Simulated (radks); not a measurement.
The numbers below are computed, except where a source is named.
The gold ion Au+ inside a hard spherical wall (all orbitals vanish at R), configuration held at [Xe] 4f14 5d10 and not refilled when levels cross. Level of theory: scalar-relativistic Kohn-Sham, PBEsol, spin-polarised, spherical densities, point nucleus (a radial shooting solver on a logarithmic mesh with Libxc functionals). Eigenvalues in eV for spin up, with the zero of energy where the potential of the charges vanishes at infinity; a dash marks a level that is unbound or too diffuse for the functional's potential to be trusted. A positive occupied level is held by the wall or, in an anion where self-interaction has pushed it up, behind a barrier. The pressure on the wall is -dE/dV.

R (bohr) = free: E (hartree) -19006.2669; kinetic (hartree) 21269.723; e(5s) -116.95; e(4f) -89.654; e(5p) -68.369; e(5d) -15.357; e(6s, empty) -13.225; e(6p, empty) -6.613; pressure (GPa) 0
R (bohr) = 20: E (hartree) -19006.2669; kinetic (hartree) 21269.723; e(5s) -116.95; e(4f) -89.654; e(5p) -68.369; e(5d) -15.357; e(6s, empty) -13.225; e(6p, empty) -6.613; pressure (GPa) < 0.0001
R (bohr) = 15: E (hartree) -19006.2669; kinetic (hartree) 21269.723; e(5s) -116.95; e(4f) -89.654; e(5p) -68.369; e(5d) -15.357; e(6s, empty) -13.225; e(6p, empty) -6.613; pressure (GPa) < 0.0001
R (bohr) = 10: E (hartree) -19006.2669; kinetic (hartree) 21269.723; e(5s) -116.95; e(4f) -89.654; e(5p) -68.369; e(5d) -15.357; e(6s, empty) -13.225; e(6p, empty) -6.600; pressure (GPa) < 0.0001
R (bohr) = 7: E (hartree) -19006.2665; kinetic (hartree) 21269.728; e(5s) -116.92; e(4f) -89.627; e(5p) -68.343; e(5d) -15.334; e(6s, empty) -13.182; e(6p, empty) -6.277; pressure (GPa) 0.0361
R (bohr) = 4: E (hartree) -19006.1462; kinetic (hartree) 21270.512; e(5s) -114.35; e(4f) -86.900; e(5p) -65.897; e(5d) -13.053; e(6s, empty) -9.227; e(6p, empty) 1.568; pressure (GPa) 34.2
R (bohr) = 3.5: E (hartree) -19005.9448; kinetic (hartree) 21271.595; e(5s) -111.74; e(4f) -84.060; e(5p) -63.455; e(5d) -10.622; e(6s, empty) -4.810; e(6p, empty) 8.444; pressure (GPa) 123
R (bohr) = 3: E (hartree) -19005.3721; kinetic (hartree) 21274.368; e(5s) -106.65; e(4f) -78.357; e(5p) -58.722; e(5d) -5.528; e(6s, empty) 5.053; e(6p, empty) 22.619; pressure (GPa) 489
R (bohr) = 2: E (hartree) -18996.9455; kinetic (hartree) 21310.367; e(5s) -74.460; e(4f) -39.571; e(5p) -26.208; e(5d) 35.128; e(6s, empty) 95.033; e(6p, empty) 135.02; pressure (GPa) 14600
R (bohr) = 1.5: E (hartree) -18965.5411; kinetic (hartree) 21429.264; e(5s) -10.021; e(4f) 30.234; e(5p) 47.860; e(5d) 128.81; e(6s, empty) 310.10; e(6p, empty) 376.87; pressure (GPa) 138000
